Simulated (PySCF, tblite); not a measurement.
Isomers of C4H7F3OSi2, one GFN2-xTB conformer each. Single-point energies are computed at PBE0/pcSseg-1 (PySCF, gas phase, no added dispersion term), electronic only.

Task: Rank them by PBE0/pcSseg-1 energy, lowest first (kJ/mol).
A. `[O:1]=[C:2]([CH:3]1[SiH2:4][CH2:5][SiH2:6]1)[C:7]([F:8])([F:9])[F:10]` with O1–C2–C3–Si4 68°
B. `[CH:1]#[C:2][SiH2:3][C@H:4]([SiH3:5])[O:6][C:7]([F:8])([F:9])[F:10]` with C2–Si3–C4–Si5 180°, Si3–C4–O6–C7 -129°

Result: A (0.0), B (196.9).

As drawn, the lower has a four-membered ring and a C=O bond, which the higher lacks; the higher has a C≡C bond, which the lower lacks. GFN2-xTB itself gives, in the same order: 0.0, 69.2. Both levels put the same isomer lowest.

Task: Which frontier levels, dipoles and rotational constants go with these structures?

Result: 
```csv
SMILES,"HOMO (eV, PBE0/pcSseg-1)",LUMO (eV),dipole (D),"A, B, C (MHz)"
O=C(C1[SiH2]C[SiH2]1)C(F)(F)F,-7.97,-1.37,3.90,"1821, 615.4, 564.2"
C#C[SiH2][C@H]([SiH3])OC(F)(F)F,-8.25,-0.49,2.43,"1014, 861.2, 520.4"
```

Task: What happens when harmonic zero-point energies from GFN2-xTB frequencies are added?

Result: 
```json
{"SMILES": "O=C(C1[SiH2]C[SiH2]1)C(F)(F)F", "ZPE (kJ/mol)": "257.2", "electronic (kJ/mol)": "0.0", "with ZPE (kJ/mol)": "0.0"}
{"SMILES": "C#C[SiH2][C@H]([SiH3])OC(F)(F)F", "ZPE (kJ/mol)": "244.3", "electronic (kJ/mol)": "196.9", "with ZPE (kJ/mol)": "183.9"}
```

The zero-point energies span 12.9 kJ/mol. The order is unchanged.
